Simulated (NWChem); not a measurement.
# ZnGeH$_{3}$I; SMILES [GeH3][Zn][I]

```xyz
6

Zn     0.0007     0.4112    -0.0002
I      0.0032    -2.0402    -0.0002
Ge    -0.0041     2.8014     0.0001
H     -1.0465     3.3567     0.9902
H      1.3720     3.3635     0.4067
H     -0.3425     3.3593    -1.3961
```
Atoms are numbered in this order, from 1.

Geometry: optimised at PBE0/def2-SVP. Not confirmed as a minimum by frequencies. def2 effective core potentials on I; no spin-orbit coupling.

List the 6 lowest vertical singlet excitations from PBE/def2-SVP with def2 effective core potentials on I, TDA (NWChem).


```json
[
 {"state": "S1", "energy (eV)": "4.77", "oscillator strength": "0.012", "leading excitation (squared amplitude)": "HOMO → LUMO (1.00)"},
 {"state": "S2", "energy (eV)": "4.77", "oscillator strength": "0.012", "leading excitation (squared amplitude)": "HOMO−1 → LUMO (1.00)"},
 {"state": "S3", "energy (eV)": "5.14", "oscillator strength": "0.000", "leading excitation (squared amplitude)": "HOMO → LUMO+1 (0.51)"},
 {"state": "S4", "energy (eV)": "5.19", "oscillator strength": "0.000", "leading excitation (squared amplitude)": "HOMO−1 → LUMO+1 (0.35)"},
 {"state": "S5", "energy (eV)": "5.19", "oscillator strength": "0.000", "leading excitation (squared amplitude)": "HOMO−1 → LUMO+2 (0.36)"},
 {"state": "S6", "energy (eV)": "5.41", "oscillator strength": "0.002", "leading excitation (squared amplitude)": "HOMO → LUMO+2 (0.38)"}
]
```
